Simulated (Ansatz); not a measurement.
H7NO2Si2, SMILES `O[SiH](O)N[SiH3]` at its PBE0-D4/def2-TZVP geometry, where that method's forces vanish. Charge 0, multiplicity 1.

```xyz
12

O    -2.4926   -0.0802    0.3777
Si   -0.9919   -0.6923    0.1392
O    -0.5470   -0.8099   -1.4369
N     0.2246    0.3263    0.7695
Si    1.7437    0.7296    0.0384
H    -2.6513    0.8132    0.0662
H    -1.0829   -2.0316    0.7607
H    -0.8931   -1.5404   -1.9498
H     0.0726    0.7026    1.6931
H     2.4791   -0.4836   -0.4014
H     1.5955    1.6317   -1.1331
H     2.5434    1.4344    1.0764
```

(1) What forces (eV/Å) does ωB97M-V/def2-TZVPP give on these atoms in Ansatz 0.2.0? (An estimate is asked.)

Results:

(1) Computed: 
```
O1  -0.086  0.083 -0.017
Si2  0.023 -0.211  0.171
O3   0.017 -0.047 -0.107
N4  -0.001  0.026  0.051
Si5  0.187  0.055 -0.088
H6  -0.012 -0.030  0.023
H7   0.013  0.149 -0.075
H8   0.022  0.028 -0.010
H9   0.004 -0.001 -0.011
H10 -0.090  0.135  0.048
H11  0.014 -0.107  0.133
H12 -0.091 -0.081 -0.118
```
